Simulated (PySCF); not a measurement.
How methods differ on the ionisation energy of Cr⁺

Cr⁺ [Ar] 3d5 (6S) → Cr²⁺ [Ar] 3d4 (5D), as a difference of total energies. Calculation: PySCF 2.14, in x2c-TZVPPall with one added diffuse shell each of s, p, d, f type (7s6p5d3f1g, 80 functions); scalar relativity by spin-free X2C-1e. Correlated levels: valence and next inner shell: [Ne] frozen. The calculations carry no spin-orbit coupling.

```tsv
method	ionisation energy (eV)	difference from reference (eV)
UHF	15.000	-1.486
MP2 (valence and next inner shell)	16.665	+0.179
SCS-MP2 (valence and next inner shell)	15.994	-0.492
CCSD (valence and next inner shell)	16.289	-0.197
CCSD(T) (valence and next inner shell)	16.353	-0.133
```

Reference: 16.486 eV (measured; NIST Atomic Spectra Database, ionization energies).

The reference lies between the lowest fine-structure levels, while these numbers refer to the centres of the terms.

Errors of the correlated levels include the incompleteness of this basis and the frozen core.
